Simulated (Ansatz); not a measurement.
Reaction (cleavage of the Ge–Ge bond): `[Cl][GeH2][GeH2][Cl]` + HI → `[Cl][GeH2][I]` + `[Cl][GeH3]`

Program: Ansatz. Geometries: PBE0-D4/def2-TZVP. ΔE: electronic, gas phase. CCSD(T)/CBS is the MP2 limit (def2-TZVPP, def2-QZVPP) plus CCSD(T) − MP2 in def2-TZVPP, frozen cores. DFT in def2-TZVPP. def2 core potentials past Kr. For Ge, I outer-core shells are correlated without core-valence functions, which leaves a few kJ/mol of doubt a bond. Scalar relativity is left out up to krypton. Each species was taken in one conformer, which may not be the lowest.

```json
{"level": "r2SCANh-D4", "ΔE (kJ/mol)": "-54.9"}
{"level": "HF/def2-SVP", "ΔE (kJ/mol)": "-68.9"}
```

**Question.** What does CCSD(T)/CBS give? (An estimate is asked.)

**Answer.** Computed: -54.4 kJ/mol. The listed levels differ from it by -0.5, -14.5 kJ/mol.

Largest T1 diagnostic among the species: 0.010.

Leaving LDA and LC-ωPBE aside and taking each functional with its dispersion term where it has one, the values, not all of them listed here, spread over 10.6 kJ/mol, from PBE-QIDH to BLYP-D4. LDA lies +4.0 kJ/mol from PBE without D4. From PBE to PBE0 (25 % exact exchange), in def2-TZVPP and without D4, ΔE moves by −4.3 kJ/mol. In def2-TZVPP, CCSD(T) changes the Hartree–Fock value by +19.7 kJ/mol (the triples alone add +0.6 kJ/mol) and MP2 by +11.9 kJ/mol.
